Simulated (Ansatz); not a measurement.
# A ladder of methods for GaHCl2O (SMILES [OH][Ga]([Cl])[Cl])

The species is GaHCl2O (5 atoms), meant as a singlet with charge 0. As SMILES, `[OH][Ga]([Cl])[Cl]`. Geometry: optimised at PBE0/def2-SVP.

| atom | x (Å) | y (Å) | z (Å) |
| --- | --- | --- | --- |
| O | 0.2542 | 1.3550 | 0.2457 |
| Ga | 0.1171 | -0.3940 | 0.0554 |
| Cl | 1.5060 | -1.6389 | 1.0623 |
| Cl | -1.4141 | -1.2449 | -1.1609 |
| H | -0.4133 | 1.8492 | -0.2438 |

Each level gives the dissociation energy of the Cl3–Ga2 bond into doublet Cl and doublet GaHClO (shapes relaxed at PBE0/def2-SVP, no zero-point term) (eV). The values are calculated.

```tsv
level	kind	program	value (eV)	less CCSD(T)/def2-SVP	CPU time (all runs)
HF/def2-SVP	Hartree–Fock	Ansatz	3.39	-0.88	4.2 s
SVWN5/def2-SVP	LDA	Ansatz	4.99	+0.72	3.8 s
BLYP/def2-SVP	GGA	Ansatz	4.06	-0.21	7.8 s
r2SCAN/def2-SVP	meta-GGA	Ansatz	4.37	+0.10	20 s
B3LYP/def2-SVP	global hybrid	Ansatz	4.17	-0.10	9.9 s
wB97M-V/def2-SVP	range-separated hybrid	Ansatz	4.49	+0.22	47 s
MP2/def2-SVP	perturbation theory	Ansatz	4.41	+0.14	4.4 s
CCSD(T)/def2-SVP	coupled cluster or CI	Ansatz	4.27	0.00	25 s
```

CCSD(T)/def2-SVP is the highest level here, not the true value. All-electron rows without a relativistic Hamiltonian named are non-relativistic. The values span 3.39 to 4.99 eV. Hartree–Fock misses the correlation of the electron pair that is broken and comes out low. Measured bond enthalpies also hold zero-point and thermal terms, a few tenths of an eV less. In the correlated wave-function rows the outer d shell of Ga is correlated, in sets not made for it. In so small a basis fixed costs decide the times, and correlated methods can beat functionals. Times are those of the runs behind each value, whatever else they computed, on shared processors of several kinds: orders of magnitude only.
